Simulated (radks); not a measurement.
Results of a calculation; reference values are marked as such.
Mean orbital radii <r> (bohr) of neutral neodymium, [Xe] 4f4 6s2, at several levels of relativity; Dirac values are averaged over j with weights 2j + 1. Spin-unpolarised spherical Kohn-Sham, PBE, point nucleus unless stated (finite: rms radius 4.9123 fm), a radial shooting solver on a logarithmic mesh with Libxc functionals. A level marked "c x" has the speed of light scaled by that factor and shares open shells by 2j + 1; other Dirac levels either fill j = l - 1/2 first or share by 2j + 1.

shell,non-rel.,scalar-rel.,"Dirac, 2j+1 shares","Dirac, low j first","change of magnitude, last against first (%)"
2s,0.1081,0.1010,0.1005,0.1005,-7.06
2p,0.09181,0.08880,0.08849,0.08849,-3.61
3s,0.2815,0.2663,0.2659,0.2659,-5.55
3p,0.2713,0.2645,0.2639,0.2639,-2.74
3d,0.2425,0.2417,0.2418,0.2418,-0.29
4s,0.6397,0.6073,0.6072,0.6073,-5.06
4p,0.6579,0.6431,0.6425,0.6426,-2.32
4d,0.7060,0.7070,0.7073,0.7076,+0.22
5s,1.558,1.473,1.474,1.474,-5.37
5p,1.765,1.729,1.728,1.729,-2.03
4f,1.033,1.130,1.131,1.139,+10.26
6s,4.671,4.436,4.437,4.441,-4.92
